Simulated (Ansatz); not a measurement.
`C#C[Si](Cl)(Cl)Cl` → Cl• + `C#C[Si](Cl)Cl`•  (homolysis of the Cl–Si bond)

Program: Ansatz. Geometries: PBE0-D4/def2-TZVP. ΔE: electronic, gas phase. CBS: MP2 limit from def2 TZ/QZ plus the TZ coupled-cluster correction, frozen cores. This one scheme is used for every species, atoms too. Functionals use def2-TZVPP. Open shells (•) are unrestricted, without spin–orbit coupling. Spin–orbit coupling would lower the free atoms: a little for Cl.

`C#C[Si](Cl)(Cl)Cl`:

Cartesian coordinates in Å:
```
C 0.689 0.848 -1.710
C 0.280 0.344 -0.695
Si -0.331 -0.407 0.822
Cl -1.934 -1.576 0.406
Cl -0.881 1.041 2.128
Cl 1.125 -1.543 1.656
H 1.051 1.293 -2.608
```

`C#C[Si](Cl)Cl`•:

```xyz
6

C    -1.185   -0.403   -1.290
C    -0.415   -0.020   -0.443
Si    0.671    0.762    0.766
Cl    0.173    0.135    2.646
Cl    2.616    0.285    0.356
H    -1.861   -0.759   -2.035
```

| species | revPBE energy (Eh) |
| --- | --- |
| `C#C[Si](Cl)(Cl)Cl` | -1746.75033 |
| Cl• | -460.06619 |
| `C#C[Si](Cl)Cl`• | -1286.52193 |

(1) Work out ΔE.

Largest T1 diagnostic among the species: 0.019.

Answers

(1) ΔE = (-460.06619) + (-1286.52193) − (-1746.75033) = 0.16221 Eh = +425.9 kJ/mol. CCSD(T)/CBS gives +475.7 kJ/mol.

In def2-TZVPP, CCSD(T) changes the Hartree–Fock value by +108.5 kJ/mol (the triples alone add +10.3 kJ/mol) and MP2 by +142.3 kJ/mol; breaking electron pairs costs correlation energy, which Hartree–Fock lacks. From BLYP to BHLYP (50 % exact exchange), in def2-TZVPP and without D4, ΔE moves by +13.6 kJ/mol.
